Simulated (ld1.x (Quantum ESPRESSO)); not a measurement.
The numbers below are computed, except where a source is named.
## Potentials for Ne (Z = 10) compared

Generated with ld1.x 7.5 (TM, RRKJ, ultrasoft, PAW), atompaw 4.2 or ONCVPSP 4.0.1. The cutoff is in Ry: for ld1.x and atompaw files where the sum of valence levels is converged to 10 mRy in a Bessel basis, for ONCV files where the hardest occupied wave has 1 mHa per electron of residual kinetic energy. The error is the largest all-electron minus pseudo excitation energy over each file’s own four to seven test configurations (ionisations up to +4, promotions, holes and added fractions of an electron), all of which were solved. The labels leave out finer settings (local radius, basis sizes, second energies), which also bear on the numbers. Spin-polarised tests are not counted. The rows are a selection from randomly drawn settings: files with unsolved tests, undetermined cutoffs or missed reference levels are left out.

| potential | cutoff (Ry) | largest error (meV) | bound ghosts |
| --- | --- | --- | --- |
| PAW, revPBE, non-relativistic, rc 0.65/1.35/1.30 (spd), local smoothed, core correction yes, reference 2s2 2p5 | 70 | -92 | none |
| PAW, LDA (PZ), scalar-relativistic, rc 0.60/1.45 (sp), local smoothed, core correction yes, reference 2s2 2p6 | 90 | -200 | none |
| TM, LDA (PZ), non-relativistic, rc 0.75/1.25/1.00 (spd), local s, core correction no, reference 2s2 2p5.5 | 180 | +1836 | none |
| RRKJ, BP86, scalar-relativistic, rc 0.60/0.85/0.65 (spd), local smoothed, core correction yes, reference 2s2 2p6 | 230 | +359 | none |
| TM, PBE, scalar-relativistic, rc 0.65/1.20 (sp), local s, core correction no, reference 2s2 2p6 | 200 | +1471 | none |
| PAW, BP86, non-relativistic, rc 0.60/1.50/1.25 (spd), local d, core correction yes, reference 2s2 2p4 | 90 | -177 | none |

Fill in the row for Ne: TM, LDA (PZ), scalar-relativistic, rc 0.70/1.25/1.10 (spd), local s, core correction yes, reference 2s2 2p4.

cutoff 200 Ry, largest error +911 meV, bound ghosts: none.

Fill in the row for Ne: PAW, LDA (PZ), scalar-relativistic, rc 0.80/0.80/0.85 (spd), local d, core correction yes, reference 2s2 2p5.5.

cutoff 120 Ry, largest error +7.7 meV, bound ghosts: none.

Fill in the row for Ne: RRKJ, PBE, non-relativistic, rc 0.75/1.30/1.15 (spd), local d, core correction yes, reference 2s2 2p4.5.

cutoff 160 Ry, largest error +2036 meV, bound ghosts: none.
